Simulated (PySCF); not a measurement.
Species: C3H12B2N2.
Cartesian coordinates in Å at the PBE0-D3(BJ)/def2-SVP level; atoms count from 1:
```
atom  x, y, z in Å
C1    -2.7378    0.7847    1.4033
C2    -2.0737   -0.2997    0.9882
B3    -0.7300   -0.3410    0.1423
N4     0.0334    1.0495    0.0448
B5     1.2917    0.3401    0.7444
C6     2.5438    0.1915   -0.2381
N7     0.4817   -1.0356    0.9285
H8    -3.6703    0.7291    1.9752
H9    -2.3928    1.8032    1.1785
H10   -2.5176   -1.2723    1.2521
H11   -0.8487   -0.8476   -0.9641
H12    0.1940    1.3881   -0.8997
H13   -0.3826    1.8010    0.5905
H14    1.5216    0.8501    1.8311
H15    3.3406   -0.4218    0.2151
H16    2.2791   -0.2767   -1.2039
H17    2.9953    1.1721   -0.4641
H18    0.8949   -1.8424    0.4687
H19    0.2801   -1.2819    1.8943
```

Computed with PySCF at PBE0/pcSseg-1 and CAM-B3LYP/def2-SVPD, non-relativistic, on one gas-phase PBE0-D3(BJ)/def2-SVP geometry that isn't relaxed in the solvent. The solvent is an IEF-PCM continuum (Bondi radii, 1.10 Å for H, scaled by 1.2). Specific hydrogen bonds and non-electrostatic terms are outside this model.

Gas phase at PBE0/pcSseg-1: HOMO -7.10 eV, LUMO 0.30 eV, dipole 0.32 D.

Question: What does the continuum do to the energy, the frontier levels and the dipole at PBE0/pcSseg-1 in chloroform and acetonitrile?

Answer: 
```json
{"solvent": "chloroform", "ε": "4.711", "E(solvent) − E(gas) (kcal/mol)": "-5.12", "polarisation term (kcal/mol)": "-5.58", "distortion of the solute (kcal/mol)": "0.46", "HOMO (eV)": "-7.11", "LUMO (eV)": "0.35", "dipole (D)": "0.36"}
{"solvent": "acetonitrile", "ε": "35.69", "E(solvent) − E(gas) (kcal/mol)": "-7.11", "polarisation term (kcal/mol)": "-8.02", "distortion of the solute (kcal/mol)": "0.91", "HOMO (eV)": "-7.13", "LUMO (eV)": "0.34", "dipole (D)": "0.36"}
```

Polarisation term: ½ Σ q·V over the induced surface charges. Distortion: the rise of the solute's own energy as its density leaves the gas-phase optimum. From chloroform to acetonitrile the lowering changes by a factor 1.39, Onsager's factor (ε − 1)/(2ε + 1) by 1.35 and ε itself by 7.6.

Question: Which ESP-fitted charges (PBE0/pcSseg-1) respond most in acetonitrile (means over atoms taken as equivalent)?

Answer: 
```tsv
atoms	environment	gas (e)	solvent (e)	change
C6	sp3 carbon bound to boron	-0.806	-0.862	-0.056
H14	B–H hydrogen	-0.216	-0.259	-0.043
B5	four-coordinate boron	+0.623	+0.664	+0.041
C2	alkene CH carbon	-0.293	-0.332	-0.039
H11	B–H hydrogen	-0.167	-0.200	-0.033
C1	terminal =CH2 carbon	-0.388	-0.409	-0.021
H9	vinylic hydrogen	+0.143	+0.159	+0.016
N4/N7	nitrogen bonded to 2 B and 2 H	-0.702	-0.686	+0.016
H13/H19	N–H hydrogen	+0.321	+0.336	+0.015
H12/H18	N–H hydrogen	+0.341	+0.353	+0.012
H10	vinylic hydrogen	+0.139	+0.151	+0.012
H15/H16/H17	methyl hydrogen	+0.164	+0.173	+0.009
```

Question: How do the nuclear quadrupole coupling constants eQVzz/h respond in acetonitrile?

Answer: 
```json
{"nucleus": "11B at B3", "Q (barn)": "0.04059", "gas (MHz)": "-1.85", "solvent (MHz)": "-1.69", "η gas": "0.66", "η solvent": "0.68"}
{"nucleus": "14N at N4", "Q (barn)": "0.02044", "gas (MHz)": "-2.55", "solvent (MHz)": "-2.27", "η gas": "0.51", "η solvent": "0.52"}
{"nucleus": "11B at B5", "Q (barn)": "0.04059", "gas (MHz)": "-2.03", "solvent (MHz)": "-1.86", "η gas": "0.65", "η solvent": "0.66"}
{"nucleus": "14N at N7", "Q (barn)": "0.02044", "gas (MHz)": "-2.56", "solvent (MHz)": "-2.26", "η gas": "0.49", "η solvent": "0.50"}
```

Gas phase at CAM-B3LYP/def2-SVPD: HOMO -8.48 eV, LUMO 0.80 eV, dipole 0.28 D.

Question: What does the continuum do to the energy, the frontier levels and the dipole at CAM-B3LYP/def2-SVPD in acetonitrile?

Answer: 
```tsv
solvent	ε	E(solvent) − E(gas) (kcal/mol)	polarisation term (kcal/mol)	distortion of the solute (kcal/mol)	HOMO (eV)	LUMO (eV)	dipole (D)
acetonitrile	35.69	-7.10	-8.16	1.06	-8.47	1.08	0.33
```

Question: How does the static polarisability (CAM-B3LYP/def2-SVPD, frozen core, with the continuum's full static response) change?

Answer: 
| medium | isotropic (au) | principal values (au) | ⟨r²⟩ of the electrons (bohr²) |
| --- | --- | --- | --- |
| gas | 83.5 | 71.6, 79.3, 99.5 | 975.1 |
| acetonitrile | 112.4 | 100.6, 108.2, 128.4 | 976.1 |

The isotropic value in acetonitrile is 1.35 times the gas-phase one; no cavity-field correction is applied. ⟨r²⟩ is taken about the centre of nuclear charge.
